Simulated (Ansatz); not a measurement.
# Redistribution: C3H6O2 + C2H8OSi → C2H6O2Si + C3H8O

Species: C3H6O2 (methyl acetate) `COC(C)=O`, singlet; C2H8OSi `CCO[SiH3]`, singlet; C2H6O2Si `CC(=O)O[SiH3]`, singlet; C3H8O `CCOC`, singlet. The partners trade CH3 for SiH3; both sit on O, so the bond types are kept.

Shapes, held fixed at every level: PBE0-D4/def2-TZVP. Flexible molecules stand in one conformer, not always the lowest. Programs: Ansatz 0.2.0. The zero-point and thermal change to 298 K, harmonic and unscaled (PBE0-D4/def2-TZVP), is -0.9 kJ/mol.

```
               level                    kind  ΔH(298 K) (kJ/mol)  less CCSD(T)/CBS estimate
         HF/def2-SVP            Hartree–Fock                +1.5                       -1.1
   PBE-D4/def2-TZVPP                     GGA                +1.5                       -1.1
  wB97X-V/def2-TZVPP  range-separated hybrid                +2.5                       -0.1
   B2PLYP/def2-TZVPP           double hybrid                +3.6                       +1.0
        MP2/def2-SVP     perturbation theory                -0.4                       -3.0
      MP2/def2-TZVPP     perturbation theory                +2.1                       -0.5
       CCSD/def2-SVP   coupled cluster or CI                -0.8                       -3.4
CCSD(T)/CBS estimate   coupled cluster or CI                +2.6                        0.0
```

The highest level, CCSD(T)/CBS estimate, gives ΔH(298 K) = +2.6 kJ/mol; the levels span -0.8 to +3.6. That is about zero within the method's error. They disagree on the sign: 6 of 8 are positive. The column of differences is taken from that level and isn't an error. No measured value is set beside it here. The CBS estimate extrapolates MP2 from def2-TZVPP and def2-QZVPP and adds CCSD(T) − MP2 in the triple-zeta set, cores frozen.
